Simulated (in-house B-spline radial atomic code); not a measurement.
Configurations of the lutetium ion Lu³⁺, with energies counted from [Xe] 4f14. Computed with a radial B-spline atomic code at the basis-set limit: Dirac-Hartree-Fock, average of configuration, Fermi nucleus of rms radius 5.37 fm. Energies include first-order Breit, QED and recoil terms.

Occupations are held fixed; configurations that lie above the ionisation limit could autoionise.

```
                                configuration  E - E(ref) (eV)  highest orbital  its <r> (bohr)
              [Xe] (4f5/2)5 (4f7/2)8 (7d3/2)1           33.203            7d3/2           7.938
              [Xe] (4f5/2)5 (4f7/2)8 (5g9/2)1           34.013            5g9/2           6.857
[Kr] 4d10 4f14 5s2 (5p1/2)2 (5p3/2)3 (6d5/2)1           46.582            6d5/2           4.782
[Kr] 4d10 4f14 5s2 (5p1/2)2 (5p3/2)3 (6f7/2)1           52.964            6f7/2           7.813
[Kr] 4d10 4f14 5s2 (5p1/2)1 (5p3/2)4 (5g7/2)1           60.128            5g7/2           6.858
```

Q: Order these further configurations by energy, lowest first.
A. [Kr] (4d3/2)4 (4d5/2)5 4f14 5s2 5p6 (8f5/2)1
B. [Kr] (4d3/2)4 (4d5/2)5 4f14 5s2 5p6 (9f5/2)1
C. [Kr] (4d3/2)3 (4d5/2)6 4f14 5s2 5p6 (6g7/2)1
D. [Kr] 4d10 4f14 5s2 (5p1/2)2 (5p3/2)3 (7g7/2)1
E. [Kr] (4d3/2)3 (4d5/2)6 4f14 5s2 5p6 (8d5/2)1

A: D (57.264 eV), A (230.17 eV), B (231.22 eV), E (238.04 eV), C (238.44 eV).

Q: How far above the reference does [Kr] 4d10 4f14 5s2 (5p1/2)1 (5p3/2)4 (7d3/2)1 lie?

A: 59.415 eV; its least bound orbital is 7d3/2 with <r> = 8.014 bohr.
